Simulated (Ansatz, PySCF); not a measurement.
Gas-phase reaction in SMILES: N#CC(F)(F)F + 4 C (CH4) → C#N (CHN) [formonitrile] + CC (C2H6) + 3 CF (CH3F)
Geometries: B3LYP-D3(BJ)/def2-TZVP minima from Ansatz (a program for electronic structure). Frequencies are from Ansatz or PySCF.

Quantity: bond separation energy (0 K, with B3LYP-D3(BJ) harmonic zero-point energies), in kJ/mol. Cores are frozen in the correlated levels unless marked. No spin-orbit coupling. Non-relativistic. Basis-set limits of correlation are two-point, X^-3; Hartree-Fock from the larger set. The bracket is a focal-point correction in the basis named.

RI-MP2/CBS(cc-pVTZ,cc-pVQZ)+[CCSD(T)-MP2]/cc-pVTZ (Ansatz) gives 136.4 kJ/mol.

Task: Another calculation gave 134.2 kJ/mol. Which level was it?
A) HF/def2-TZVPD (PySCF)
B) B2GP-PLYP/def2-TZVPD (Ansatz)
C) r2SCANh/def2-TZVPD (Ansatz)
D) SVWN5/def2-TZVPD (Ansatz)

Result: B, B2GP-PLYP/def2-TZVPD (Ansatz). The others give 156.1 (r2SCANh), 172.4 (SVWN5), 116.2 (HF) kJ/mol.
